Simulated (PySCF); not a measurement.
Species: CH7NSi3.
Bonds: N1–C2 (triple), C2–Si3, Si3–Si4, Si4–Si5. Hydrogens: H6, H7 on Si3; H8, H9 on Si4; H10, H11, H12 on Si5.

The closed-shell SCF was solved with PySCF and density fitting under several settings on one GFN2-xTB geometry (grid level 2 and gas phase unless stated).

| settings | basis functions | SCF cycles | E (Eh) | HOMO (eV) | LUMO (eV) | dipole (D) |
| --- | --- | --- | --- | --- | --- | --- |
| PBE0/pcSseg-1 | 141 | 12 | -964.9979 | -8.89 | -1.04 | 3.82 |
| PBE0/STO-3G | 44 | 11 | -953.8380 | -6.64 | 4.04 | 3.78 |
| revPBE/Sadlej pVTZ | 207 | 14 | -965.3356 | -7.67 | -1.81 | 3.80 |

Task: Estimate the rows for these settings: (1) PBE0/cc-pVDZ, grid level 4, fitting basis def2-universal-jkfit; (2) LDA/pcSseg-1.

Result: 
```csv
settings,basis functions,SCF cycles,E (Eh),HOMO (eV),LUMO (eV),dipole (D)
"PBE0/cc-pVDZ, grid level 4, fitting basis def2-universal-jkfit",117,9,-965.0361,-8.73,-0.88,3.62
LDA/pcSseg-1,141,13,-961.1714,-7.86,-2.02,3.83
```

Task: Over all rows, what range does the HOMO–LUMO gap span?

Result: From 5.84 eV (LDA/pcSseg-1) to 10.68 eV (PBE0/STO-3G). The functional of the narrowest has no exact exchange, that of the widest 25 % exact exchange.

Task: And the dipole moment?

Result: From 3.62 D (PBE0/cc-pVDZ, grid level 4, fitting basis def2-universal-jkfit) to 3.83 D (LDA/pcSseg-1); the largest is 1.06 times the smallest, and the median is 3.80 D.

Task: Compare two rows with the functional PBE0: PBE0/STO-3G and PBE0/pcSseg-1. Which energy is lower, and by how much?

Result: PBE0/pcSseg-1 (141 functions) lies 11.1599 Eh or 7003 kcal/mol below PBE0/STO-3G (44 functions).

Cycle counts include a coarse-grid stage where the run had one.

The values belong to the conformer `[N:1]#[C:2][SiH2:3][SiH2:4][SiH3:5]`: C2–Si3–Si4–Si5 -55°.
